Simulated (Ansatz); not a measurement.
Start from `[NH2][GeH2][CH]=S` and change one element to get `[NH2][GeH2][CH]=O`.

Ansatz, PBE0-D4/def2-TZVP geometries, multiplicity 1. Each molecule was computed in one conformer, which needn't be the lowest.

Scalar relativity is left out up to krypton.

```tsv
property	`[NH2][GeH2][CH]=S`
LUMO energy (B3LYP/def2-TZVPP) / eV	-2.80
HOMO energy (B3LYP/def2-TZVPP) / eV	-6.03
HOMO–LUMO gap (PBE0/def2-TZVPP) / eV	3.63
HOMO energy (ωB97M-V/def2-TZVPP) / eV	-8.41
LUMO energy (PBE/def2-TZVPP) / eV	-3.52
HOMO–LUMO gap (ωB97M-V/def2-TZVPP) / eV	7.96
```

What does the change do to each property? (An estimate is asked.)

The calculation gave: 
```json
{"property": "LUMO energy (B3LYP/def2-TZVPP) / eV", "`[NH2][GeH2][CH]=O`": "-1.74", "shift": "1.06"}
{"property": "HOMO energy (B3LYP/def2-TZVPP) / eV", "`[NH2][GeH2][CH]=O`": "-6.63", "shift": "-0.60"}
{"property": "HOMO–LUMO gap (PBE0/def2-TZVPP) / eV", "`[NH2][GeH2][CH]=O`": "5.36", "shift": "1.73"}
{"property": "HOMO energy (ωB97M-V/def2-TZVPP) / eV", "`[NH2][GeH2][CH]=O`": "-9.08", "shift": "-0.67"}
{"property": "LUMO energy (PBE/def2-TZVPP) / eV", "`[NH2][GeH2][CH]=O`": "-2.62", "shift": "0.90"}
{"property": "HOMO–LUMO gap (ωB97M-V/def2-TZVPP) / eV", "`[NH2][GeH2][CH]=O`": "9.86", "shift": "1.90"}
```

With PBE0 the HOMO falls by 0.57 eV and the LUMO rises by 1.16 eV, so the gap widens by about 1.73 eV. PBE moves the HOMO by -0.39 eV and ωB97M-V by -0.67 eV.

B3LYP here is the variant with VWN-RPA as its local correlation; programs differ in this.
